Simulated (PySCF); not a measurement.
# Peak assignment

Numbering as in the mapped SMILES `[CH3:1][C:2]([CH3:3])([CH3:4])[C:5]([NH2:6])=[O:7]`; H(Xn) means a hydrogen on atom n. Ha(N6) is cis to the C=O or C=S heteroatom; Hb(N6) is trans to the C=O or C=S heteroatom.

[PySCF 2.14: PBE0/pcSseg-1 with gauge-including orbitals; coordinates at the GFN2-xTB level; non-relativistic; no solvent; averaged over atoms made equivalent by symmetry, fast rotation or ring inversion; a single conformation]

References, each an isolated molecule treated in the same way: 13C, 1H vs TMS.

Q: Assign these signals to the numbered atoms. 13C{1H} NMR (computed): δ 179.2, 39.5, 30.0.

A: 
179.2 → C5, amide carbonyl carbon: lone-pair donation from the attached heteroatom keeps it upfield of a ketone carbonyl
39.5 → C2, quaternary sp3 carbon α to a carbonyl: the adjacent C=O deshields it moderately
30.0 → C1/C3/C4, methyl carbon: aliphatic region, no heteroatom directly attached

Q: Assign these signals to the numbered atoms. 1H NMR (500 MHz, computed): δ 4.90 (br, 1H), 4.55 (br, 1H), 1.14 (s, 9H).

A: 
```tsv
δ (ppm)	atoms	environment	reason
4.90	Hb(N6)	hydrogen on an amide-type nitrogen	labile proton, position sensitive to the medium
4.55	Ha(N6)	hydrogen on an amide-type nitrogen	–
1.14	H(C1)/H(C3)/H(C4)	hydrogen on a methyl carbon	–
```

OH/NH shifts are gas-phase values; hydrogen bonding in solution moves them, usually downfield. The two substituents on the amide-type nitrogen aren't averaged: C–N rotation is slow on the NMR time scale. Shifts are as computed. Against solution values, carbons near 30 ppm lie about +3 ppm off and those near 130 ppm about +5 ppm. Of 1211 compounds with measured shifts, 218 miss one by over three times the rms of a fit or turn the order of signals round; such compounds aren't used in these exercises. The C=O carbon of an acid or of an amide with N–H lies up to 10 ppm further downfield in solution, through hydrogen bonding that the calculation lacks.
